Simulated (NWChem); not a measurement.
Molecule: SnNH₂F, singlet; SMILES [NH2][Sn][F]

```xyz
5

Sn     0.3847     0.0018     0.0000
F     -0.9265    -1.4920     0.0000
N     -1.1124     1.4000     0.0000
H     -2.0998     1.1208     0.0000
H     -1.0076     2.4188     0.0000
```
Atoms are numbered in this order, from 1.

Results from NWChem. Low-valent species are run as closed-shell singlets; no triplet was tried in these runs. Coordinates come from a PBE-D3(BJ)/def2-SVP optimisation. def2 effective core potentials on Sn; no spin-orbit coupling.

Problem. What does the run give for B3LYP/def2-SVP? Quantities: highest occupied level (eV); orbital gap (eV); dipole (D).

Solution. 
| Property | Result |
|---|---|
| highest occupied level (eV) | -6.96 |
| orbital gap (eV) | 4.99 |
| dipole (D) | 2.93 |
